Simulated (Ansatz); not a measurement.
Geometry optimisation, RKS PBE/def2-SVP (Ansatz).

Input:

```yaml
crystal:
  periodic: [false, false, false]
  atoms:
    - { symbol: B, position_ang: [0.0, 0.0, 0.0] }
    - { symbol: O, position_ang: [0.0, 0.0, 1.41] }
    - { symbol: H, position_ang: [-0.9095, -0.2814, 1.7471] }
    - { symbol: Cl, position_ang: [1.6108, 0.0, -0.93] }
    - { symbol: F, position_ang: [-1.1431, 0.0, -0.66] }
basis:
  gaussian: { orbitals: def2-SVP }
hamiltonian:
  xc: pbe
relax:
  f_tol: 0.02
  max_steps: 40
output:
  orbitals: {}
```

Run as:

```bash
$ ansatz run input.yaml --threads 2 --pin off --max-ram 3072MiB --backend cpu --events-out ev --progress --plain --runs-dir out
```

Question: Where does it end, and by what steps?

Answer: The run converged. After 6 steps the energy has fallen by 0.231 eV; O2 moved furthest, 0.13 Å.

```tsv
step	energy less start (eV)	largest force component (eV/Å)	accepted
0	0.0000	1.642	yes
1	-0.1702	1.250	yes
2	-0.2110	0.958	yes
3	-0.2308	0.174	yes
4	-0.2311	0.130	yes
5	-0.2314	0.035	yes
6	-0.2315	0.002	yes
```

```xyz
5
Properties=species:S:1:pos:R:3
B 0.012 -0.036 0.013
O 0.022 -0.118 1.364
H -0.881 -0.160 1.731
Cl 1.539 0.052 -0.863
F -1.135 -0.020 -0.679
```

Time of the run: 2.6 s on 2 threads of AMD EPYC 9R45 96-Core Processor (Zen 5), on a shared host, peak memory 0.16 GiB.
